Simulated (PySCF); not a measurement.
# A small calculation by hand: dipole moment from atomic charges

B(F)(OH)(NH2) (BFH3NO), SMILES NB(O)F. Atoms are numbered in the order given.

```xyz
7

B     -0.0050     0.0146     0.0000
F      1.2729     0.4399     0.0000
O     -1.0128     0.9303     0.0000
H     -0.6749     1.8304     0.0000
N     -0.2718    -1.3606     0.0000
H     -1.2119    -1.7267     0.0000
H      0.4609    -2.0538     0.0000
```

Geometry optimised at PBE0-D3(BJ)/def2-SVP. The values are those of a single conformer.

Charges (e) from PySCF with HF/def2-TZVPD:

```
atom     IAO  ESP fit
----  ------  -------
B1     0.804    1.026
F2    -0.423   -0.396
O3    -0.646   -0.721
H4     0.382    0.409
N5    -0.685   -1.250
H6     0.286    0.474
H7     0.283    0.457
```

The dipole moment of the full density is 0.74 D.

Task: What dipole moment does each set of point charges give, and which comes closer to that of the density?

Result: 
μ = Σ q r, and 1 e Å = 4.8032 D.
IAO: Σ q r = (-0.176, -0.219, 0.000) e Å, |μ| = 1.35 D.
ESP fit: Σ q r = (-0.079, -0.138, 0.000) e Å, |μ| = 0.76 D.
ESP fit comes closer in size. Point charges leave out the atoms' own dipoles (lone pairs, polarised bonds); fits to the potential absorb them, partitions of the density don't.
